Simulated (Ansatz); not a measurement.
`C[SiH](N)O` → `NO` + `C[SiH]` at 600 K and 1 bar (silylene formation by 1,1-elimination).

Isolated molecules relaxed with PBE0-D4/def2-TZVP in Ansatz; ΔE leaves out vibrations. CCSD(T)/CBS adds triple-zeta CCSD(T) − MP2 to the extrapolated MP2 energy (def2 sets, frozen cores). This one scheme is used for every species. Each species was taken in one conformer, which may not be the lowest.

```
     species  CCSD(T)/CBS energy (Eh)  H − E (kJ/mol)  S (J/(mol·K))
`C[SiH](N)O`               -461.32134           287.8          423.5
        `NO`               -131.61350           133.5          269.8
    `C[SiH]`               -329.46712           143.5          309.3
```

H − E and S are ideal-gas, rigid-rotor, harmonic terms from PBE0-D4/def2-TZVP, for one conformer and one mirror image of each species. 1 Eh = 2625.50 kJ/mol, R = 8.31446 J/(mol·K).

**Question.** By hand: ΔE, ΔH, ΔS and ΔG.

**Answer.** ΔE = (-131.61350) + (-329.46712) − (-461.32134) = 0.24072 Eh = 632.0 kJ/mol. Δ(H − E) = 133.5 + 143.5 − 287.8 = -10.8, so ΔH = 621.2 kJ/mol. ΔS = 269.8 + 309.3 − 423.5 = 155.6 J/(mol·K). ΔG = 621.2 − 600 × (155.6)/1000 = 527.8 kJ/mol.

**Question.** By hand: the equilibrium constant, and the temperature at which ΔG would vanish if ΔH and ΔS stayed fixed.

**Answer.** log₁₀ K = −ΔG/(RT ln 10) = -45.9. ΔG = 0 at ΔH/ΔS = 3992 K, far beyond where these terms or the molecules hold.

The number of gas molecules changes by +1, which sets the sign of ΔS. A doubt of 5 kJ/mol in ΔE shifts log₁₀ K by 0.4 here. Other conformers and mirror images would add mixing entropy, several J/(mol·K) or more a flexible species. These are equilibria of isolated gas molecules and say nothing of rates. Largest T1 diagnostic: 0.012 (customary marks: 0.02 for closed shells, 0.045 for open ones).
